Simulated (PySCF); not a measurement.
Cl2Ge, neutral, multiplicity 1. Atoms are numbered in the order given.

```xyz
3

Ge     0.0000     0.0000     0.7259
Cl     0.0000     1.6969    -0.6832
Cl     0.0000    -1.6969    -0.6832
```

The structure is a stationary point at PBE-D3(BJ)/def2-TZVP. The isomer is the one that the SMILES or the coordinates give; other isomers of the formula were not compared.

Computed with PBE-D3(BJ)/def2-TZVP (PySCF).

Frequencies are harmonic and unscaled.

Task: Give all harmonic wavenumbers and intensities. (The exact figures need the calculation; the answer reports its results.)

Result: 
| mode | ν (cm⁻¹) | IR (km/mol) | moving atoms (share of kinetic energy) |
|---|---|---|---|
| 1 | 147 | 1.6 | Cl 81 %, Ge 19 % |
| 2 | 370 | 108.1 | Cl 63 %, Ge 37 % |
| 3 | 389 | 41.7 | Cl 69 %, Ge 31 % |
